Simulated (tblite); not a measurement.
Compound: C5H8FP.
Z-matrix (Å and degrees, GFN2-xTB geometry), rows numbered from 1:
```
C 
C   1  1.4913
C   2  1.3284  1  126.93
F   3  1.3514  2  123.41  1    -0.46
C   3  1.4962  2  119.70  1  -179.05
C   5  1.5292  3  105.84  2   -17.10
P   2  1.8382  1  122.04  3   179.27
H   1  1.0901  2  110.15  3   119.82
H   1  1.0880  2  110.58  3    -0.75
H   1  1.0895  2  110.07  3  -121.53
H   5  1.0917  3  110.82  2  -138.89
H   5  1.0949  3  109.16  2   102.69
H   6  1.0902  5  113.07  3   146.52
H   6  1.0940  5  110.23  3   -92.93
H   7  1.4097  2   94.30  1    95.97
```

Method: GFN2-xTB as coded in tblite; computed harmonic values from a numerical Hessian at the method's own geometry, unscaled. Errors from tens to a few hundred cm⁻¹ against measured bands are possible. Modes of hydrogen on phosphorus can be 10 to 20 % off. One conformer, not necessarily the lowest.

Harmonic wavenumbers (cm⁻¹): 111.2, 114.0, 160.3, 231.9, 279.8, 355.4, 436.5, 455.5, 512.8, 657.5, 677.2, 746.4, 834.2, 854.3, 877.2, 968.0, 1030.6, 1036.5, 1078.2, 1105.6, 1149.3, 1170.6, 1190.8, 1254.0, 1301.3, 1400.1, 1445.0, 1464.0, 1467.1, 1474.4, 1709.1, 2178.4, 2933.5, 2951.2, 2980.6, 2989.5, 2996.3, 3012.6, 3033.8.

A = 2912, B = 2158, C = 1292 MHz; mass 118.035 u (most abundant isotopes); point group C1, symmetry number 1.

**Question.** What is the zero-point energy?

**Answer.** ½Σν̃ = 25312 cm⁻¹ = 72.37 kcal/mol.

**Question.** What is S at 298.15 K and 1 bar for an ideal gas of classical rigid rotors and harmonic oscillators?

**Answer.** Translation 40.24, rotation 28.07, vibration 17.91: S = 86.2 cal/(mol K).

**Question.** And Cp and H(298.15 K) − H(0)?

**Answer.** Cp = 30.13 cal/(mol K), of which vibrations give 22.18 (their classical limit is 39 R = 77.5); H(298.15 K) − H(0) = 5.46 kcal/mol without the zero-point energy, 3.09 from vibrations.

**Question.** Which modes carry the vibrational entropy at 298.15 K?

**Answer.** 111.2 cm⁻¹: 3.25; 114.0 cm⁻¹: 3.20; 160.3 cm⁻¹: 2.55; 231.9 cm⁻¹: 1.86; 279.8 cm⁻¹: 1.53; 355.4 cm⁻¹: 1.14 cal/(mol K); the other 33 give 4.37 together.

**Question.** How do the functions run with temperature in this model?

**Answer.** 
| T (K) | S (cal/(mol K)) | Cp (cal/(mol K)) | H − H(0) (kcal/mol) | G − H(0) (kcal/mol) | ln q(vib) |
| --- | --- | --- | --- | --- | --- |
| 150 | 70.1 | 18.4 | 1.88 | -8.63 | 1.33 |
| 250 | 81.3 | 26.2 | 4.10 | -16.21 | 2.97 |
| 400 | 96.2 | 38.1 | 8.94 | -29.54 | 5.62 |
| 600 | 114.2 | 50.5 | 17.88 | -50.62 | 9.28 |
| 900 | 137.1 | 62.3 | 34.96 | -88.42 | 14.64 |

q(vib) and H(0) count from the zero-point level.

**Question.** Blend soft modes into free rotors: weight 1/[1 + (100 cm⁻¹/ν̃)⁴] for the oscillator and the rest for a rotor with moment μB/(μ + B), μ = h/(8π²ν), B = 10⁻⁴⁴ kg m². What vibrational entropy results?

**Answer.** 17.53 cal/(mol K) in place of 17.91, which changes −T·S at 298.15 K by +0.11 kcal/mol.

Hindered rotation and anharmonicity are outside this model. Other conformers, if any are populated, would add a mixing term that is left out. The structure is chiral; the term R ln 2 for an equal mix with its mirror image is left out.
